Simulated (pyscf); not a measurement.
`[O][Ga]([OH])[F]`, doublet

Gas-phase minimum from PySCF at ωB97X-D3(BJ)/def2-SVP, one conformer. Other isomers of •O–Ga(OH)–F were not searched in full and may lie lower. 

SMILES: [O][Ga]([OH])[F]
```xyz
5

O     -0.1767     0.7405     1.3382
Ga    -1.3542    -0.0963     0.2591
O     -1.0579    -1.6896    -0.4341
F     -2.8432     0.7243    -0.0992
H     -0.2141    -2.0879    -0.1916
```
Charge 0, spin multiplicity 2.

Bonds (Å): O1–Ga2 1.803, Ga2–O3 1.763, Ga2–F4 1.737, O3–H5 0.964. Bond angles (°): O1–Ga2–O3 123.0, O1–Ga2–F4 117.6, O3–Ga2–F4 119.3, Ga2–O3–H5 114.9.

Properties at ωB97X-D3(BJ)/def2-SVP:

```yaml
harmonic_wavenumbers_unscaled: 167, 189, 203, 306, 668, 745, 768, 826, 3915 cm⁻¹
zero_point_energy: 11.1 kcal/mol
rotational_symmetry_number: 1
Entropy of this conformer at 298 K and 1 atm, rigid rotor and harmonic oscillator, modes under 100 cm⁻¹ raised to 100: 319.4 J/(mol K)
dipole_moment: 2.21 D
Spin expectation value S2: 0.753
```

Single-point totals, which compare only within one level (frozen core for MP2 and CC):

| level | total energy (hartree) |
|---|---|
| ωB97X-D3(BJ)/def2-TZVP | -2175.85289 |
| PBE/def2-TZVP | -2175.32978 |
| r²SCAN/def2-TZVP | -2175.75292 |
| B3LYP-D3(BJ)/def2-TZVP | -2175.92505 |
| PBE0-D3(BJ)/def2-TZVP | -2175.36561 |
| M06-2X/def2-TZVP | -2175.78260 |
| ωB97M-D3(BJ)/def2-TZVP | -2175.94570 |
| UHF/def2-TZVPP | -2173.16048 |
| MP2/def2-TZVPP | -2174.05634 |
| CCSD/def2-TZVPP | -2174.05917 |
| CCSD(T)/def2-TZVPP | -2174.09039 |

Soft torsions are taken as harmonic, which can shift the entropy by several J/(mol K). The CCSD(T) − MP2 part came from Ansatz, without density fitting, on the same reference. The frozen core leaves the outer d or s,p core shells of the metals and heavy elements correlated in the MP2 and CC values, and def2-TZVPP describes them poorly, so these totals are far from the basis limit. Elements up to Kr have no core potential and no relativistic terms here.
